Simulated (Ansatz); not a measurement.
GaH5O2Si (`O[SiH2][GaH][OH]`), relaxed with RKS PBE0-D4/def2-TZVP in Ansatz 0.2.0 from a GFN2-xTB geometry. The force threshold is 0.005 eV/Å; the program also tests the step.

Total charge 0; spin multiplicity 1.

Start:

```xyz
9

O    -0.046   -0.306   -1.907
Si   -1.043    0.362   -0.807
Ga    0.240    0.471    1.229
O     1.423   -0.801    1.177
H     0.559   -0.994   -1.634
H    -2.247   -0.483   -0.672
H    -1.362    1.638   -1.449
H     0.325    1.425    2.544
H     2.151   -1.312    1.520
```

**Question.** By how much does the energy fall, and how many steps does the optimiser take? (Best estimate.)

**Answer.** Ansatz gave: 0.40 eV, in 15 steps, 2 of them rejected.

**Question.** Which bonds change most? (Estimate.)

**Answer.** Computed: Ga3–O4 from 1.738 to 1.813 Å; Ga3–H8 from 1.627 to 1.567 Å; Si2–H7 from 1.464 to 1.489 Å; O1–Si2 from 1.628 to 1.651 Å.

**Question.** Give the relaxed structure. (An estimate is asked.)

**Answer.** Computed: 
```xyz
9

O    -0.126   -0.678   -1.745
Si   -1.047    0.352   -0.844
Ga    0.176    0.418    1.224
O     1.514   -0.713    0.760
H     0.648   -1.007   -1.273
H    -2.433   -0.173   -0.695
H    -1.157    1.679   -1.511
H     0.233    1.017    2.671
H     2.192   -0.894    1.414
```
